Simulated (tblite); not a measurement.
Species: C₃H₁₄SSi₄.
SMILES with atom numbers: `[CH2:1]=[CH:2][Si@@H:3]([SiH2:4][SiH3:5])[SiH2:6][S:7][CH3:8]` (hydrogens: H9, H10 on C1; H11 on C2; H12 on Si3; H13, H14 on Si4; H15, H16, H17 on Si5; H18, H19 on Si6; H20, H21, H22 on C8)

Computed geometry: GFN2-xTB, gas phase.

Q: What internal coordinates does the optimisation give?

A: 
```json
{"bond": "C1=C2", "length (Å)": "1.323", "order": "double"}
{"bond": "C2–Si3", "length (Å)": "1.885", "order": "single"}
{"bond": "Si3–Si4", "length (Å)": "2.346", "order": "single"}
{"bond": "Si4–Si5", "length (Å)": "2.319", "order": "single"}
{"bond": "Si3–Si6", "length (Å)": "2.315", "order": "single"}
{"bond": "Si6–S7", "length (Å)": "2.158", "order": "single"}
{"bond": "S7–C8", "length (Å)": "1.813", "order": "single"}
{"bond": "C1–H9", "length (Å)": "1.080", "order": "single"}
{"bond": "C1–H10", "length (Å)": "1.078", "order": "single"}
{"bond": "C2–H11", "length (Å)": "1.084", "order": "single"}
{"bond": "Si3–H12", "length (Å)": "1.476", "order": "single"}
{"bond": "Si4–H13", "length (Å)": "1.470", "order": "single"}
{"bond": "Si4–H14", "length (Å)": "1.475", "order": "single"}
{"bond": "Si5–H15, Si5–H16, Si5–H17", "length (Å)": "1.465", "order": "single"}
{"bond": "Si6–H18", "length (Å)": "1.468", "order": "single"}
{"bond": "Si6–H19", "length (Å)": "1.469", "order": "single"}
{"bond": "C8–H20, C8–H21, C8–H22", "length (Å)": "1.085", "order": "single"}
```

Bonds in one row agree within 0.01 Å and their mean is given. Orders are formal, as drawn. A selection of angles:
```json
{"angle": "C1–C2–Si3", "degrees": "125.0"}
{"angle": "C2–Si3–Si4", "degrees": "110.0"}
{"angle": "C2–Si3–Si6", "degrees": "104.7"}
{"angle": "Si4–Si3–Si6", "degrees": "113.2"}
{"angle": "Si3–Si4–Si5", "degrees": "114.0"}
{"angle": "Si3–Si6–S7", "degrees": "104.5"}
{"angle": "Si6–S7–C8", "degrees": "100.0"}
```

Torsions: C1–C2–Si3–Si4 114° (anticlinal); C2–Si3–Si4–Si5 88° (synclinal); C2–Si3–Si6–S7 -167° (antiperiplanar); Si3–Si6–S7–C8 166° (antiperiplanar).

Si6 (SiH2 silicon) is distorted tetrahedral (angles from 103.4° to 122.8°). The Si–Si distances run from 2.315 Å (Si3–Si6, drawn single) to 2.346 Å (Si3–Si4, drawn single), a spread of 0.031 Å. Si5 (SiH3 silicon) is distorted tetrahedral (angles from 106.0° to 113.9°). Si4 (SiH2 silicon) is distorted tetrahedral (angles from 103.4° to 114.0°). Si3 (SiH silicon) is distorted tetrahedral (angles from 104.7° to 113.7°).

Point group: C1 (no symmetry element, even within 0.4 Å). Its lowest GFN2-xTB frequency is 12i cm⁻¹, too small to tell a flat minimum from a shallow saddle. The numbers are those of one conformer. 3 starts were optimised and ended at 0.00, 0.26 and 0.42 kcal/mol (GFN2-xTB); the lowest of these is shown.

Time: 5.1 s of wall time. Hardware: Arm Neoverse N1, one thread, shared host. That covers the optimisation of the geometry.
